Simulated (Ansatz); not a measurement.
Born–Oppenheimer molecular dynamics of CH$_{5}$BFNO (10 atoms, charge 0, multiplicity 1). It starts at the highest image of a converged band. Of that band: The profile has 2 maxima (images 2, 4) with wells between them (image 3): this band takes more than one step, which may be the mechanism or a detour left from its start path. Neighbouring images differ by up to 1.3 eV, so the band resolves the path poorly. A vibrational analysis at the climbing image gives one clearly imaginary mode, 498i cm⁻¹: a first-order saddle point.

All numbers below come from RKS BLYP/def2-SVP in Ansatz.

```json
{
  "ensemble": "NVE (velocity Verlet)",
  "time step": "0.5 fs",
  "steps asked": "200",
  "starting velocities drawn for": "100 K",
  "seed": "7073"
}
```

First frame:

```xyz
10
Properties=species:S:1:pos:R:3
B -0.663 -0.031 0.714
C 0.297 0.074 -0.621
N -0.228 -1.151 -0.248
O 1.668 0.163 -0.754
F -0.331 0.774 -1.659
H -1.711 0.546 0.852
H -0.196 -0.354 1.934
H -0.965 -1.518 -0.859
H 0.319 0.333 1.466
H 1.893 1.113 -0.823
```

(1) How far do the bonds stretch over the last three quarters of this one trajectory? (Pairs bonded in most of those frames.)

Answers

(1) 
| bond | mean (Å) | spread (Å) | shortest | longest |
| --- | --- | --- | --- | --- |
| B1–H6 | 1.224 | 0.016 | 1.18 | 1.25 |
| B1–H7 | 1.224 | 0.015 | 1.19 | 1.26 |
| B1–H9 | 1.259 | 0.073 | 1.13 | 1.37 |
| C2–N3 | 1.291 | 0.025 | 1.25 | 1.35 |
| C2–O4 | 1.329 | 0.019 | 1.30 | 1.37 |
| C2–F5 | 1.362 | 0.019 | 1.32 | 1.39 |
| N3–H8 | 1.029 | 0.009 | 1.01 | 1.04 |
| O4–H10 | 0.981 | 0.010 | 0.97 | 1.00 |

Mean temperature of the second half: 745 K. The conserved energy stayed within 0.13 meV per atom of its start (net change -0.012 meV per atom), so the integration is sound. The kinetic energy rose, since the run started high on the potential surface and went downhill. It ends in pieces (BH3 + CH2FNO), so much of that is their flight and rotation, not heat. A run of 0.1 ps of so small a system gives no equilibrium averages. The orbitals stay closed-shell, which can raise the energy where a bond breaks towards radicals; this wasn't checked here.

The run took 3.3 min on 2 threads of AMD EPYC 7R13 Processor (Zen 3) (shared host), peak memory 0.14 GiB.
